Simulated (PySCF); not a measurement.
Zr(OEt)(H)3 (C2H8OZr), SMILES [O]([ZrH3])CC, multiplicity 1. Coordinates come from a B3LYP-D3(BJ)/def2-SVP optimisation. The spin state was assumed, not searched. The def2 effective core potentials stand for the cores of Zr; spin–orbit coupling is left out. One conformer was computed; it need not be the lowest.

### Question
Give the equilibrium geometry at B3LYP-D3(BJ)/def2-SVP (PySCF confirms it by a frequency run) as a Z-matrix, and its point group. (Estimate from the structure and the level; the computed values follow.)

### Answer
One answer among several that fit: point group Cs.
```
O
C 1 1.4088
H 2 1.1041 1 108.34
H 2 1.1041 3 107.35 1 116.80
C 2 1.5199 3 110.69 4 120.90
H 5 1.1012 2 110.70 3 -179.33
H 5 1.1012 6 108.41 2 121.60
H 5 1.1015 6 108.35 7 117.39
Zr 1 1.8863 3 150.77 2 174.36
H 9 1.8686 1 107.11 3 62.97
H 9 1.8689 10 111.94 1 -116.81
H 9 1.8689 10 111.94 1 116.81
```
